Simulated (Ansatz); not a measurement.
BBrH₄Si (`B[SiH2]Br`), relaxed with RKS PBE-D4/def2-SVP in Ansatz 0.2.0 from a rough embedded geometry. The force threshold is 0.03 eV/Å; the program also tests the step.

The species carries charge 0 and has multiplicity 1.

Start:

```xyz
7

B     0.583   -0.794    0.599
Si   -0.426    0.398   -0.464
Br   -0.109    2.465    0.346
H     1.214   -0.441    1.461
H     0.565   -2.011    0.362
H    -1.863    0.044   -0.421
H     0.036    0.339   -1.883
```

Q: By how much does the energy fall, and how many steps does the optimiser take? (Best estimate.)

A: Ansatz gave: 0.27 eV, in 6 steps, 2 of them rejected.

Q: Which bonds change most? (Best estimate.)

A: Computed: B1–Si2 from 1.889 to 2.011 Å; B1–H4 from 1.125 to 1.214 Å; Si2–H6 from 1.480 to 1.509 Å; B1–H5 from 1.240 to 1.218 Å.

Q: Give the relaxed structure. (An estimate is asked.)

A: The calculation gave: 
```xyz
7

B     0.627   -0.875    0.640
Si   -0.423    0.443   -0.457
Br   -0.220    2.580    0.231
H     1.331   -0.565    1.579
H     0.549   -2.051    0.334
H    -1.890    0.089   -0.430
H     0.027    0.378   -1.896
```
